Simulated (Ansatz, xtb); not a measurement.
Species: Sb2, charge -1, multiplicity 2. SMILES of the parent species: [Sb]#[Sb]
Geometry from a B3LYP-D3(BJ)/def2-TZVP (Ansatz, an electronic-structure program) optimisation:
```xyz
2

Sb     0.0000     0.0000    -1.2967
Sb     0.0000     0.0000     1.2967
```
Charge -1, spin multiplicity 2.

Harmonic wavenumbers from GFN2-xTB (xtb, at its own minimum), cm⁻¹: 278.

Task: Give the harmonic wavenumbers at B3LYP-D3(BJ)/def2-TZVP (Ansatz, finite differences of forces, unscaled).

Result: 241 cm⁻¹. Zero-point energy 0.3 kcal/mol.

Task: From these and the geometry, give the ideal-gas thermochemistry at 298.15 K and 1 atm (rigid rotor, harmonic oscillator).

Result: Point group D∞h, rotational symmetry number 2. Rotational constants 1.234, 1.234 GHz. S(trans) 42.37, S(rot) 17.55, S(vib) 1.80, S(elec, spin only) 1.38, S 63.1 cal/(mol K). H(298) - H(0) 2.39 kcal/mol; G - E(el) -16.1 kcal/mol.
